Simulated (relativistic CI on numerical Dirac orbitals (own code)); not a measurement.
Calculated at this level of theory: Dirac-Coulomb-Breit CI, KLI orbitals optimised for each configuration, QED by a radiative potential, unscaled Slater integrals (own radial code, finite nucleus).

The strongest absorption lines from the ground level of an ion, among the configurations computed and to levels below about 7160 eV (vacuum wavelength in Å, gf): 1.7526 (0.1), 1.8232 (0.28), 1.9307 (0.53), 2.2585 (0.31), 2.3032 (0.11), 2.3417 (1.4), 2.5115 (2.3), 2.7146 (0.14).

(1) Which ion is it?
A. Gd LV
B. Ba XLV
C. Cd XXXIX
D. Ba XLVII

Results:

(1) D. Ba XLVII has 10 electrons and the ground level 2s2 2p6 1S_0; the strongest line goes to 2s2 2p5 3d 1P°_1. The pattern of lines fixes the number of electrons, and along that sequence the line energies rise steadily with the charge (about as its square where n changes within one kind of shell, about linearly where n is kept but much faster in heavy ions where fine structure, which grows about as Z⁴, sets the gap, and irregularly where shells cross), which fixes Z. Configurations outside the model, such as inner-shell arrays, can give stronger lines. At this charge energies of transitions that change n are usually good to better than 1 %, and those within a shell (Δn = 0) to a few per cent.

LS names give the leading component of a level, which can be under half, so a name can repeat, a term be missing and a line seem to break the LS rules.
